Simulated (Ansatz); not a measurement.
The cluster SnBr2⁻ (the lowest doublet isomer of a short search). The state is a doublet with charge -1. Geometry PBE-D4/def2-TZVPD, basis def2-TZVPD, Ansatz.

```xyz
3

Sn   -0.857   -0.005   -0.787
Br   -0.947    0.292    1.888
Br    1.803   -0.287   -1.101
```

| run | HOMO (eV) | LUMO (eV) |
| --- | --- | --- |
| A | -2.22 | 3.88 |
| B | -2.12 | 3.61 |
| C | -0.49 | 2.64 |
| D | 0.64 | 1.67 |
| E | 0.35 | 2.04 |
| F | -2.52 | 4.22 |

In the def2 sets Sn takes a core potential; there is no spin–orbit coupling. The structure comes from a short search, and lower isomers may exist.

HOMO and LUMO are taken over both spins.

Question: The runs used HF, PBE, r2SCAN, r2SCAN0, ωB97M-V, ωB97X-V. Estimate which is which.

Answer: A ωB97X-V (range-separated); B ωB97M-V (range-separated); C r2SCAN0 (25 % exact exchange); D PBE (0 % exact exchange); E r2SCAN (0 % exact exchange); F HF (100 % exact exchange). Exact exchange lowers occupied and raises empty levels; among semilocal functionals meta-GGAs tend to open the gap a little, and such runs are hard to tell apart. The gap grows from 1.03 eV (PBE) to 6.74 eV (HF). At PBE-D4/def2-TZVPD, r2SCAN-D4/def2-TZVPD the highest occupied level of the charge -1 doublet lies above zero (up to 0.64 eV). By energy differences its removal costs 1.83 eV (vertical, to the charge 0 singlet, at PBE-D4/def2-TZVPD); a positive level beside a positive removal energy at the same level points to self-interaction error.
